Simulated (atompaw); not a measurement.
**Which change was made? (Al, PAW (atompaw))**

| Item | Value |
| --- | --- |
| Element | aluminium (Al) |
| Generator | atompaw 4.2.0.5 |
| Type | PAW |
| Functional | PBE |
| Relativity | non-relativistic |
| Frozen core | [Ne] |
| Valence charge | 3 |
| Reference configuration | 3s2 3p1 |
| Partial waves | 3s (bound): rc 1.80 bohr; 3s channel at 0.45 Ry: rc 1.80 bohr; 3p (bound): rc 2.45 bohr; 3p channel at 2.9 Ry: rc 2.45 bohr; 3d channel at 0.25 Ry: rc 2.45 bohr; 3d channel at 1.45 Ry: rc 2.45 bohr |
| Local potential | bessel scheme, radius 1.60 bohr |
| Core correction | smooth core density matched at 1.70 bohr |
| Augmentation charge | sinc compensation charge, radius 2.40 bohr; PAW radius 2.45 bohr; waves and projectors: custom polynom vanderbiltortho |

Cutoffs, loose and tight: the cutoffs (Ry, on a coarse ladder) from which the occupation-weighted sum of valence levels, in a spherical-Bessel basis at the reference potential, stays within 10 and 1 mRy of its value at 400 Ry. They see the waves, projectors and local potential, not the compensation charge or the core.

The base gives: outcome: generated; cutoff, loose: 15 Ry; cutoff, tight: 18 Ry; bound ghosts: s.

**Question.** After one change the result is: outcome: generated; cutoff, loose: 12 Ry; cutoff, tight: 18 Ry; bound ghosts: s. Which change was it?
A. wave 3s channel at 0.45 Ry: rc 1.80 bohr becomes 3s channel at 5.74 Ry: rc 1.80 bohr
B. wave 3s channel at 0.45 Ry: rc 1.80 bohr becomes 3s channel at 2.35 Ry: rc 1.80 bohr
C. wave 3s channel at 0.45 Ry: rc 1.80 bohr becomes 3s channel at 8.15 Ry: rc 1.80 bohr
D. wave 3s channel at 0.45 Ry: rc 1.80 bohr becomes 3s channel at 1.45 Ry: rc 1.80 bohr

**Answer.** A. The others give: wave 3s channel at 0.45 Ry: rc 1.80 bohr becomes 3s channel at 2.35 Ry: rc 1.80 bohr → outcome: generated; cutoff, loose: 18 Ry; cutoff, tight: 18 Ry; bound ghosts: s | wave 3s channel at 0.45 Ry: rc 1.80 bohr becomes 3s channel at 1.45 Ry: rc 1.80 bohr → outcome: generated; cutoff, loose: 6 Ry; cutoff, tight: 18 Ry; bound ghosts: s | wave 3s channel at 0.45 Ry: rc 1.80 bohr becomes 3s channel at 8.15 Ry: rc 1.80 bohr → outcome: generated; cutoff, loose: 10 Ry; cutoff, tight: 18 Ry; bound ghosts: none.
